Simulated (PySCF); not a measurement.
Constitutional and geometric isomers with formula CH2B2O. All species are isolated molecules in the gas phase. One relaxed conformer stands for each flexible species; it need not be the lowest. Strings in code marks are SMILES.

All values below come from PySCF 2.14.0 with r2SCAN-D4/def2-TZVP. Excitations are Tamm–Dancoff values on a coarser integration grid. The basis has no diffuse functions, so Rydberg states are missing or too high.

```
species        LUMO (eV)  S1–T1 gap (TDA) (eV)  brightest of the four lowest singlets (TDA) (eV)  S1 oscillator strength
-------------  ---------  --------------------  ------------------------------------------------  ----------------------
`[H]/B=C\B=O`      -3.02                  0.52                                              6.35                   0.000
`C1=BB1O`          -2.83                  1.54                                              6.10                   0.006
`B=C=BO`           -1.65                  0.91                                                 –                   0.000
`OC1=BB1`          -3.11                  0.80                                              5.56                   0.006
`C1B2OB12`         -2.57                  2.43                                              5.53                   0.052
`BB=C=O`           -5.00                  0.69                                                 –                   0.000
```
